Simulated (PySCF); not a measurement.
SnOF₂, SMILES [F][Sn]([F])=[O].

The structure is a stationary point at B3LYP-D3(BJ)/def2-SVP. The def2 effective core potentials stand for the cores of Sn; spin–orbit coupling is left out.

Method: B3LYP-D3(BJ)/def2-SVP (PySCF 2.14.0).

Frequencies are harmonic and unscaled.

| mode | ν (cm⁻¹) | IR (km/mol) | Raman (Å⁴/amu) | depolarisation | moving atoms (share of kinetic energy) |
|---|---|---|---|---|---|
| 1 | 145 | 39.5 | 3.7 | 0.75 | O 59 %, F 25 %, Sn 16 % |
| 2 | 148 | 35.7 | 1.5 | 0.75 | O 37 %, F 33 %, Sn 30 % |
| 3 | 192 | 16.0 | 1.2 | 0.72 | F 89 %, Sn 10 % |
| 4 | 634 | 28.9 | 18.3 | 0.09 | F 85 %, O 9 % |
| 5 | 643 | 67.9 | 5.5 | 0.75 | F 85 %, Sn 15 % |
| 6 | 809 | 24.0 | 12.9 | 0.14 | O 81 %, Sn 16 % |
